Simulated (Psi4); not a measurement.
Here is a job for Psi4.
```
memory 2 GB

molecule mol {
-1 2
C    -0.752700    0.104800   -0.013400
C     0.752700   -0.104800    0.013400
H    -1.219900   -0.559000   -0.737500
H    -0.992800    1.130000   -0.286500
H    -1.186000   -0.097800    0.963600
H     0.992800   -1.130000    0.286500
H     1.219900    0.559000    0.737500
H     1.186000    0.097800   -0.963600
}

set {
  basis 3-21g
  reference uhf
  stability_analysis follow
  scf_type pk
}

energy('scf')
print_variables()
```

Question: What does this run give for the total energy, nuclear repulsion energy, number of basis functions, <S^2>?

Answer: 
- total energy = -78.524130 Ha
- nuclear repulsion energy = 42.4559 Eh
- number of basis functions = 30
- <S^2> = 0.753

A gas-phase anion may not be bound at this level; its values then depend on the basis.

These values belong to the state on which the SCF converged, which isn't shown to be the lowest.
